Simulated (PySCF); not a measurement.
**Dipole response of Hg²⁺ (mercury, charge +2)**

[Xe] 4f14 5d10, closed-shell 1S. All numbers are calculated (PySCF 2.14, a scalar-relativistic core potential, in aug-cc-pVTZ-PP with one added diffuse shell each of s, p, d, f, g type with ECP60MDF (7s7p6d4f3g, 113 functions)). Coupled (time-dependent) response in atomic units; α is the mean over directions.

| method | mean α (bohr³) | C₆ (like pair) | S(−4) |
| --- | --- | --- | --- |
| UHF | 7.331 | 46.95 | 9.147 |
| PBE | 8.197 | 53.41 | 12.87 |
| PBE0 | 7.903 | 51.26 | 11.44 |

S(−4) is the Cauchy moment in α(ω) = α(0) + S(−4) ω² + …

α(iu) at UHF:

| u (hartree) | α(iu) (bohr³) |
| --- | --- |
| 0 | 7.331 |
| 0.0500 | 7.308 |
| 0.100 | 7.241 |
| 0.200 | 6.994 |
| 0.300 | 6.641 |
| 0.500 | 5.820 |
| 0.750 | 4.855 |
| 1.00 | 4.059 |
| 1.50 | 2.905 |
| 2.00 | 2.151 |
| 3.00 | 1.287 |
| 5.00 | 0.5891 |

For an ion, C₆ is the dispersion term alone; charge-induced terms of lower order in 1/R come first.

Energies and moments cover only the electrons outside the core potential. Spin-orbit coupling, which splits the p, d and f shells strongly at this Z, is absent.
